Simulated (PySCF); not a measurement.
Compound: m-cresol, C7H8O.
Bonds: C1–C2, C2–C3 (aromatic), C3–C4 (aromatic), C4–C5 (aromatic), C5–C6 (aromatic), C6–O7, C6–C8 (aromatic), C2–C8 (aromatic). Hydrogens: H9, H10, H11 on C1; H12 on C3; H13 on C4; H14 on C5; H15 on O7; H16 on C8.

Method: PBE0-D3(BJ)/def2-TZVP geometry optimisation, gas phase (PySCF 2.14.0); density fitting, grid level 2; the optimiser is geomeTRIC in internal coordinates, started from a GFN2-xTB structure with every atom displaced at random (about 0.01 Å).

Geometry at step 1:
```
atom  x, y, z in Å
C1      2.3263    0.0265   -0.1078
C2      0.8389   -0.1267   -0.0137
C3      0.2762   -1.2949    0.4761
C4     -1.1128   -1.4140    0.5947
C5     -1.9445   -0.3682    0.2413
C6     -1.3849    0.7866   -0.2895
O7     -2.2317    1.7873   -0.6380
C8     -0.0063    0.9084   -0.4036
H9      2.6083    0.7552   -0.8650
H10     2.8027   -0.9306   -0.3622
H11     2.7441    0.3570    0.8467
H12     0.9105   -2.1177    0.7887
H13    -1.5160   -2.3117    1.0308
H14    -3.0213   -0.4484    0.3377
H15    -1.7170    2.5704   -0.8627
H16     0.4221    1.8301   -0.7849
```

Q: What forces act on the atoms?

A: 
| atom | Fx (eV/Å) | Fy (eV/Å) | Fz (eV/Å) |
| --- | --- | --- | --- |
| C1 | 0.062 | -0.293 | -0.023 |
| C2 | 0.008 | 0.043 | -0.125 |
| C3 | -0.520 | -0.169 | 0.116 |
| C4 | 0.714 | 0.347 | 0.113 |
| C5 | -0.078 | -0.254 | -0.199 |
| C6 | 0.019 | 0.116 | 0.242 |
| O7 | 0.063 | 0.158 | -0.065 |
| C8 | 0.004 | -0.051 | 0.042 |
| H9 | 0.024 | 0.084 | -0.063 |
| H10 | -0.088 | 0.215 | 0.072 |
| H11 | 0.026 | 0.015 | 0.023 |
| H12 | 0.018 | 0.028 | -0.046 |
| H13 | -0.217 | -0.232 | -0.004 |
| H14 | 0.040 | 0.063 | 0.005 |
| H15 | -0.079 | -0.120 | -0.022 |
| H16 | 0.004 | 0.050 | -0.066 |

The largest, 0.80 eV/Å, acts on C4; the rms over all components is 0.176 eV/Å. The forces sum to zero within rounding, as they must for an isolated molecule in no field.

Q: Give the force on C4 in Eh/bohr and in nN.

A: 0.801 eV/Å ÷ 51.422 = 0.01559 Eh/bohr, and 0.801 eV/Å × 1.602 = 1.28 nN.

Q: How far is this geometry from the end of the optimisation?

A: 0.019 eV above it, and 0.024 Å rms away after alignment. The bonds farthest from their final lengths, with half the difference of the two atoms' forces along the bond (positive lengthens):

```
  bond  now (Å)  final (Å)  force along bond (eV/Å)
 C3–C4    1.399      1.387                    -0.63
C4–H13    1.076      1.084                    +0.39
C1–H10    1.099      1.092                    -0.27
 C2–C3    1.386      1.391                    +0.24
 C1–H9    1.088      1.091                    +0.14
O7–H15    0.964      0.961                    -0.16
```

The angle farthest from its final value is C5–C4–H13, 120.6° against 119.3°.

What follows is the cost of the whole optimisation. Hardware: 2 threads, Intel Xeon at 2.50 GHz (x86_64) (shared host). Cost: 7.4 min wall, 15 min CPU, 1.8 GiB resident at most.
